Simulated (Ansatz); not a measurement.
`BCO[SiH2][AlH2]` + `NCS` → `[AlH2][NH]CS` + `BCO[SiH3]`  (cleavage of the Al–Si bond)

Calculated with Ansatz (gas phase, PBE0-D4/def2-TZVP geometries, no zero-point term in ΔE). CCSD(T)/CBS is the MP2 limit (def2-TZVPP, def2-QZVPP) plus CCSD(T) − MP2 in def2-TZVPP, frozen cores. Functionals use def2-TZVPP. B3LYP here is the variant with VWN-RPA as its local correlation; programs differ in this. One conformer a species, not always the lowest.

(1) Is it downhill or uphill in electronic energy at CCSD(T)/CBS, and by how much? (Estimate.)

(2) What do these levels give: PBE-D4, r2SCAN-D4, B3LYP-D4, ωB97X-V, PBE0, HF/def2-TZVPP, MP2/def2-TZVPP, SCS-MP2/def2-TZVPP, CCSD/def2-TZVPP, CCSD(T)/def2-TZVPP, MP2/def2-QZVPP, MP2/CBS(def2)? (Best estimate.)

Largest T1 diagnostic among the species: 0.012.

Results:

(1) Computed: Downhill: ΔE = -120.8 kJ/mol.

(2) The calculation gave: PBE-D4 -104.5, r2SCAN-D4 -120.1, B3LYP-D4 -123.2, ωB97X-V -117.7, PBE0 -107.0, HF/def2-TZVPP -129.4, MP2/def2-TZVPP -134.2, SCS-MP2/def2-TZVPP -133.5, CCSD/def2-TZVPP -122.9, CCSD(T)/def2-TZVPP -122.8, MP2/def2-QZVPP -133.3, MP2/CBS(def2) -132.2 kJ/mol.
